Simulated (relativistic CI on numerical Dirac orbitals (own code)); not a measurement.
# Level scheme of Zn¹⁰⁺

Computed by Dirac-Coulomb-Breit CI, separate exchange-only KLI orbitals for each configuration, model QED, unscaled Slater integrals (own radial code, finite nucleus).

CI space (outside the closed core [Ne]): 3s2 3p6 3d2, 3s2 3p5 3d3, 3s 3p6 3d3, 3s2 3p6 3d 4s, 3s2 3p6 3d 4p, 3s2 3p6 3d 4d, 3s2 3p6 4s2, 3s2 3p6 4s 4p, 3s2 3p6 3d 4f, 3s2 3p6 4p2, 3s2 3p6 3d 5s, 3s2 3p5 3d2 4s, 3s2 3p6 4s 4d, 3s2 3p6 3d 5p, 3s2 3p5 3d2 4p, 3s2 3p6 4p 4d, 3s2 3p6 3d 5d, 3s2 3p6 3d 5f, 3s2 3p6 3d 5g, 3s2 3p6 3d 6s, 3s2 3p6 4d2, 3s2 3p6 3d 6p, 3s2 3p5 3d2 4d, 3s2 3p6 3d 6d, 3s 3p6 3d2 4s, 3p6 3d4, 3p5 3d5. Double excitations out of closed p, d and f shells are left out; levels of such configurations are missing from the list, as are those of other unlisted configurations, and high levels can miss mixing partners. These lack a partner that the ground configuration has and come out too high: 3s2 3p5 3d2 4s, 3s2 3p5 3d2 4p, 3s2 3p5 3d2 4d.

The lowest level is 3s2 3p6 3d2 3F_2, with 99 % of that term; Hund's rules for 3s2 3p6 3d2 give 3F with J = 2, in agreement.

```csv
No.,Configuration,Term,J,E (cm⁻¹),%,Next component (%),Lifetime (s),jj configuration (%)
1,3s2 3p6 3d2,3F,2,0,99,1 1D,,3d3/2^2 (75)
2,3s2 3p6 3d2,3F,3,3066,100,,1.36e+00,3d3/2 3d5/2 (100)
3,3s2 3p6 3d2,3F,4,6632,100,,1.09e+00,3d5/2^2 (76)
4,3s2 3p6 3d2,1D,2,28914,81,18 3P,1.07e-01,3d3/2 3d5/2 (62)
5,3s2 3p6 3d2,3P,0,31894,99,,3.44e+00,3d3/2^2 (65)
6,3s2 3p6 3d2,3P,1,33102,100,,1.61e+00,3d3/2 3d5/2 (100)
7,3s2 3p6 3d2,3P,2,36035,82,18 1D,2.18e-01,3d5/2^2 (82)
8,3s2 3p6 3d2,1G,4,46087,100,,1.17e-01,3d3/2 3d5/2 (76)
9,3s2 3p6 3d2,1S,0,108788,99,,6.41e-03,3d5/2^2 (66)
10,3s2 3p5 3d3,5S°,2,526872,98,1 5P°,2.98e-07,3p3/2^3 3d3/2 3d5/2^2 (36)
11,3s2 3p5 3d3,5D°,2,530514,79,20 5F°,1.54e-07,3p3/2^3 3d3/2^2 3d5/2 (40)
12,3s2 3p5 3d3,5D°,3,530742,72,26 5F°,2.66e-07,3p3/2^3 3d3/2^2 3d5/2 (56)
13,3s2 3p5 3d3,5D°,1,530968,90,9 5F°,1.18e-07,3p3/2^3 3d3/2^2 3d5/2 (31)
14,3s2 3p5 3d3,5D°,0,531504,100,,1.66e-07,3p3/2^3 3d3/2^2 3d5/2 (45)
15,3s2 3p5 3d3,5D°,4,532251,70,28 5F°,8.36e-08,3p3/2^3 3d3/2 3d5/2^2 (64)
16,3s2 3p5 3d3,5F°,5,541433,87,12 5G°,2.43e-06,3p3/2^3 3d3/2 3d5/2^2 (53)
17,3s2 3p5 3d3,5F°,1,544097,86,9 5D°,5.18e-09,3p3/2^3 3d3/2^2 3d5/2 (43)
18,3s2 3p5 3d3,5F°,4,544558,57,28 5D°,1.91e-08,3p3/2^3 3d3/2^2 3d5/2 (36)
19,3s2 3p5 3d3,5F°,2,544925,71,19 5D°,7.89e-09,3p3/2^3 3d3/2^2 3d5/2 (29)
20,3s2 3p5 3d3,5F°,3,545270,61,26 5D°,1.23e-08,3p3/2^3 3d3/2 3d5/2^2 (27)
21,3s2 3p5 3d3,5G°,6,555473,99,1 3H°,3.19e-02,3p3/2^3 3d3/2 3d5/2^2 (47)
22,3s2 3p5 3d3,5G°,5,561347,83,11 5F°,4.54e-06,3p3/2^3 3d3/2 3d5/2^2 (52)
23,3s2 3p5 3d3,5G°,4,565330,77,11 5F°,3.74e-08,3p3/2^3 3d3/2^2 3d5/2 (38)
24,3s2 3p5 3d3,3F°,2,566873,50,44 5G°,3.69e-08,3p3/2^3 3d3/2 3d5/2^2 (40)
25,3s2 3p5 3d3,5G°,3,567971,74,9 5F°,1.21e-08,3p1/2 3p3/2^4 3d3/2^2 3d5/2 (24)
26,3s2 3p5 3d3,3F°,3,574519,65,31 3G°,2.02e-09,3p3/2^3 3d3/2^2 3d5/2 (49)
27,3s2 3p5 3d3,5G°,2,577913,50,49 3F°,1.53e-09,3p1/2 3p3/2^4 3d3/2^2 3d5/2 (23)
28,3s2 3p5 3d3,3F°,4,578383,62,30 3G°,3.46e-09,3p3/2^3 3d3/2^2 3d5/2 (49)
29,3s2 3p5 3d3,3P°,2,579360,58,38 3D°,6.85e-10,3p3/2^3 3d3/2 3d5/2^2 (34)
30,3s2 3p5 3d3,3D°,3,581899,94,2 5D°,1.06e-08,3p3/2^3 3d3/2 3d5/2^2 (41)
31,3s2 3p5 3d3,3P°,1,583089,65,31 3D°,7.65e-10,3p3/2^3 3d3/2 3d5/2^2 (39)
32,3s2 3p5 3d3,3G°,5,587038,86,10 3H°,6.80e-10,3p3/2^3 3d3/2^2 3d5/2 (39)
33,3s2 3p5 3d3,3G°,4,587850,50,21 3F°,4.78e-10,3p3/2^3 3d3/2 3d5/2^2 (48)
34,3s2 3p5 3d3,3D°,2,588421,57,37 3P°,5.79e-10,3p3/2^3 3d3/2^2 3d5/2 (29)
35,3s2 3p5 3d3,3P°,0,588425,95,4 1S°,6.32e-10,3p3/2^3 3d5/2^3 (61)
36,3s2 3p5 3d3,3G°,3,588447,64,24 3F°,3.24e-10,3p1/2 3p3/2^4 3d3/2^2 3d5/2 (30)
37,3s2 3p5 3d3,3D°,1,590426,63,29 3P°,9.68e-10,3p3/2^3 3d3/2 3d5/2^2 (28)
38,3s2 3p5 3d3,3H°,6,595762,92,6 3I°,2.64e-02,3p3/2^3 3d3/2^2 3d5/2 (59)
39,3s2 3p5 3d3,3I°,7,601536,100,,4.13e-01,3p3/2^3 3d3/2 3d5/2^2 (100)
40,3s2 3p5 3d3,3H°,5,604166,82,11 3G°,5.96e-10,3p3/2^3 3d3/2 3d5/2^2 (51)
41,3s2 3p5 3d3,1G°,4,604194,51,19 3H°,6.73e-10,3p3/2^3 3d3/2 3d5/2^2 (36)
42,3s2 3p5 3d3,3I°,6,607535,82,11 3H°,5.81e-02,3p3/2^3 3d3/2 3d5/2^2 (49)
43,3s2 3p5 3d3,3D°,3,608560,61,15 5D°,1.98e-10,3p3/2^3 3d3/2^2 3d5/2 (37)
44,3s2 3p5 3d3,3F°,4,609424,87,7 3G°,2.48e-09,3p3/2^3 3d3/2 3d5/2^2 (46)
45,3s2 3p5 3d3,1S°,0,612079,43,36 3P°,1.55e-09,3p3/2^3 3d3/2^3 (51)
46,3s2 3p5 3d3,5P°,3,613184,38,25 3F°,1.33e-09,3p3/2^3 3d3/2 3d5/2^2 (65)
47,3s2 3p5 3d3,5D°,2,613390,58,16 5P°,6.68e-10,3p3/2^3 3d3/2^2 3d5/2 (52)
48,3s2 3p5 3d3,5D°,1,614635,55,19 5P°,1.95e-09,3p3/2^3 3d3/2^2 3d5/2 (70)
49,3s2 3p5 3d3,3F°,3,615464,41,29 3D°,3.47e-10,3p3/2^3 3d3/2 3d5/2^2 (46)
50,3s2 3p5 3d3,3H°,4,616737,54,17 5D°,6.88e-10,3p1/2 3p3/2^4 3d3/2^2 3d5/2 (38)
51,3s2 3p5 3d3,3I°,5,617405,85,12 3H°,8.77e-09,3p3/2^3 3d3/2^2 3d5/2 (30)
52,3s2 3p5 3d3,3D°,2,618431,55,21 5P°,1.93e-10,3p3/2^3 3d3/2 3d5/2^2 (43)
53,3s2 3p5 3d3,5D°,4,619112,77,12 3H°,2.16e-09,3p1/2 3p3/2^4 3d5/2^3 (25)
54,3s2 3p5 3d3,3F°,2,621584,72,13 1D°,9.08e-10,3p3/2^3 3d3/2 3d5/2^2 (44)
55,3s2 3p5 3d3,5D°,0,622338,65,32 1S°,7.34e-08,3p1/2 3p3/2^4 3d3/2^2 3d5/2 (50)
56,3s2 3p5 3d3,5D°,3,622629,42,19 5P°,4.33e-10,3p3/2^3 3d3/2 3d5/2^2 (40)
57,3s2 3p5 3d3,3D°,1,622967,56,16 5P°,2.26e-10,3p3/2^3 3d3/2 3d5/2^2 (45)
58,3s2 3p5 3d3,3G°,3,623981,62,13 5D°,5.29e-10,3p3/2^3 3d3/2^2 3d5/2 (38)
59,3s2 3p5 3d3,3D°,1,627313,30,28 5P°,2.08e-10,3p3/2^3 3d3/2 3d5/2^2 (31)
60,3s2 3p5 3d3,5P°,2,628329,40,31 5D°,5.47e-10,3p3/2^3 3d5/2^3 (24)
61,3s2 3p5 3d3,3H°,6,631230,51,49 1I°,4.67e-03,3p3/2^3 3d3/2 3d5/2^2 (92)
62,3s2 3p5 3d3,3G°,4,632028,78,11 3H°,1.68e-09,3p1/2 3p3/2^4 3d3/2 3d5/2^2 (39)
63,3s2 3p5 3d3,3G°,5,632811,79,17 1H°,3.67e-10,3p3/2^3 3d3/2 3d5/2^2 (41)
64,3s2 3p5 3d3,3P°,1,635728,54,16 5P°,2.56e-10,3p1/2 3p3/2^4 3d3/2 3d5/2^2 (29)
65,3s2 3p5 3d3,3P°,2,635915,44,25 1D°,4.20e-10,3p3/2^3 3d5/2^3 (31)
66,3s2 3p5 3d3,3P°,0,638415,67,18 1S°,2.96e-10,3p1/2 3p3/2^4 3d3/2 3d5/2^2 (59)
67,3s2 3p5 3d3,1F°,3,638903,51,20 3G°,1.79e-10,3p1/2 3p3/2^4 3d3/2 3d5/2^2 (41)
68,3s2 3p5 3d3,3S°,1,642251,46,19 5P°,8.74e-10,3p1/2 3p3/2^4 3d3/2 3d5/2^2 (37)
69,3s2 3p5 3d3,3D°,1,643766,91,4 3P°,2.47e-10,3p1/2 3p3/2^4 3d3/2^2 3d5/2 (31)
70,3s2 3p5 3d3,3P°,2,643985,36,31 3D°,6.25e-10,3p1/2 3p3/2^4 3d5/2^3 (20)
```

Energies count from the lowest computed level; ° marks odd parity; lifetimes are radiative, by E1, M1, E2, M2, E3 decay to levels of this space only. Filled j subshells are mostly left out of the jj labels.

The mean weight of the leading LS term, summed over parents, in these 70 levels is 71 %, and that of the leading jj configuration (from the same eigenvectors) 48 %, so LS coupling describes them better.

At this charge energies of transitions that change n are usually good to better than 1 %, and those within a shell (Δn = 0) to a few per cent. Terms inside the open d or f shell come out 10 to 20 % too wide with unscaled integrals.

Landé's interval rule says that E(J) − E(J−1) = AJ with one A. For the ground term the intervals give A = 1022.1, 891.4 cm⁻¹ for J = 3, 4; the multiplet is regular.

LS names give the leading component of a level, which can be under half, so a name can repeat, a term be missing and a line seem to break the LS rules.
